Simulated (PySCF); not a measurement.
## AsO₂F + H₂O → AsO₂(OH) + HF

Level: PBE0 in the def2-TZVP basis family, all electrons, no relativity, computed in PySCF with density fitting; open shells unrestricted.

| species | state and structure | E (Eh) | ZPE (kJ/mol) | H(298 K) − H(0) (kJ/mol) | S° (J/(mol K)) |
| --- | --- | --- | --- | --- | --- |
| AsO₂F | singlet, C2v, As–F 1.700 Å, As–O 1.594 Å (×2); F–As–O 110.7° (×2), O–As–O 138.6° | -2485.71317 | 22.1 | 13.8 | 288.0 |
| H₂O | singlet, C2v, O–H 0.960 Å (×2); H–O–H 105.1° | -76.37736 | 56.5 | 9.9 | 188.7 |
| AsO₂(OH) | singlet, Cs, As–O 1.597 Å, As–O 1.604 Å, As–O 1.730 Å, O–H 0.968 Å; As–O–H 108.8°, O–As–O 111.7°, O–As–O 112.1°, O–As–O 136.2° | -2461.70235 | 53.8 | 14.5 | 297.0 |
| HF | singlet, C∞v, H–F 0.920 Å | -100.39188 | 24.9 | 8.7 | 173.6 |

Q: What is the electronic reaction energy?

A: At PBE0/def2-TZVP, ΔE = -9.7 kJ/mol from the differences of the total energies times 2625.5, downhill. 

Q: Add zero-point, thermal and entropy terms for 298.15 K and 1 bar.

A: ΔZPE = 0.1 and Δ[H(298) − H(0)] = -0.5 kJ/mol give ΔH° = -10.1 kJ/mol. ΔS° = -6.1 J/(mol K), so ΔG° = -10.1 − 298.15 × (-0.0061) = -8 kJ/mol and log₁₀K = 1.5.

Only the bonding shown was studied: isomers, or loss of a ligand pair, can lie lower.
